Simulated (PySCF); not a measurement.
## C₆ coefficients of unlike pairs at PBE

Calculated with PySCF 2.14 from the dipole response of each species, C₆(A,B) = (3/π) ∫ α_A(iu) α_B(iu) du, in atomic units, from isotropic polarisabilities. For ions this is the dispersion term alone; charge-induced terms of lower order in 1/R come first.

```
species      configuration                                                                           basis      relativity  α (bohr³)  C₆ (like pair)
   Mg²⁺          [Ne] (1S)                                                      aug-cc-pCVTZ-DK (8s7p5d3f)   spin-free X2C     0.4647          0.5326
    Ag⁺     [Kr] 4d10 (1S)  x2c-TZVPPall with one added diffuse shell each of s, p, d, f type (9s7p7d3f1g)   spin-free X2C      10.52           63.35
    Rh⁺      [Kr] 4d8 (3F)            def2-TZVPPD with the def2 core potential (28 electrons) (6s4p3d2f1g)  core potential      11.20           56.04
      C  [He] 2s2 2p2 (3P)                                                       aug-cc-pVTZ-DK (5s4p3d2f)   spin-free X2C      13.23           54.06
```

(1) Estimate C₆ for Rh⁺ with Mg²⁺.

No spin-orbit coupling is included.

The other pairs:

```
     pair     C₆
Ag⁺, Mg²⁺  4.943
   C, Rh⁺  52.58
 Rh⁺, Ag⁺  59.38
   C, Ag⁺  55.44
  C, Mg²⁺  3.576
```

## Answers

(1) The integral gives 4.630. The combination rule 2 C_A C_B / (C_A α_B/α_A + C_B α_A/α_B) gives 3.937 and the geometric mean 5.463.
